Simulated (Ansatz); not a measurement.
The cluster Zn₂Se₂⁻. Charge -1, multiplicity 2. Geometry relaxed at PBE-D4/def2-SVPD.

```xyz
4

Zn   -0.3872   -1.0610    0.7290
Zn    0.3872    1.0607   -0.7291
Se   -1.2663    1.1551    1.0086
Se    1.2663   -1.1547   -1.0085
```

The relaxation made no stability test and no search for a lower SCF solution. The structure comes from a short search, and lower isomers may exist.

Estimate the harmonic wavenumbers at UKS PBE-D4/def2-SVPD (Ansatz, unscaled). Is this a minimum?

82, 84, 140, 203, 244, 273 cm⁻¹. Yes, no mode is imaginary beyond noise. Zero-point energy 6.1 kJ/mol. It took 27 s on 4 threads of Intel Xeon 6975P-C on a shared host.
